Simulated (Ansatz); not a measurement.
Input for Ansatz (an electronic-structure program): R-CCSD(T)/def2-TZVPPD on BiClFH3 (a complex), monomers drawn apart or pushed together. Elements past Kr take the def2 small-core potentials; no spin–orbit coupling. Files ending in .json are basis or fitting sets from the Basis Set Exchange. The run froze 15 orbitals, filled d shells among them.

Ansatz 0.2 input:
```yaml
crystal:
  periodic: [false, false, false]
  atoms:
    - {symbol: Cl, position_ang: [1.84301533, -0.75688818, 1.44602340]}
    - {symbol: Bi, position_ang: [0.26125346, 0.58006264, 0.01951290]}
    - {symbol: H, position_ang: [-0.56858731, -0.88407077, -0.61333565]}
    - {symbol: H, position_ang: [1.38252755, 0.53930461, -1.39424110]}
    - {symbol: F, position_ang: [-1.10327699, -0.88187628, 3.70969334]}
    - {symbol: H, position_ang: [-0.21261668, -1.10351229, 3.50631039]}
basis:
  gaussian:
    orbitals: def2-TZVPPD.json
magnetization: {spin_polarized: false}
correlation: {method: ccsd_t, electrons: outside_noble_gas}
scf: {lower_state_search: off}
```

The head of its log:

```
WARN ansatz: RAYON_NUM_THREADS=1 ignored (pool sized by the plan → 1); use --threads N
Functional definition: HF
these checks for a lower state are left out or cut short: stability, starts, cluster_reference, orbital_swaps, neighbouring_geometries, increment
integrals: 0.77 GiB planned
1347 factors; integrals over basis functions are off by at most 9.7e-4 eV
mean field: 0.63 GiB planned
mean field evaluation 1: about -21068.4482 eV, gradient 2.9e1 eV
mean field evaluation 2: about -21068.4603 eV, gradient 2.9e1 eV
mean field evaluation 4: about -21070.2271 eV, gradient 2.0e0 eV
mean field evaluation 8: about -21070.2509 eV, gradient 2.5e-1 eV
mean field -21070.25128481 eV, -774.3174527876 hartree, gradient 2.5e-6 eV, S^2 0.000000; 0 other end points of the search recorded, 0 dependent functions left out
15 core orbitals not correlated, not the lowest: weight in the atoms' cores, before any rotation towards them, 0.995 or more for the frozen orbitals, at most 0.004 for the correlated occupied ones
reference -21070.25128481 eV, -774.3174527876 hartree; 11, 11 occupied and 172, 172 virtual orbitals, 1347 factors
```

Predict the final total energy.

-774.9630 hartree (reference determinant -774.3175, T1 diagnostic 0.012).
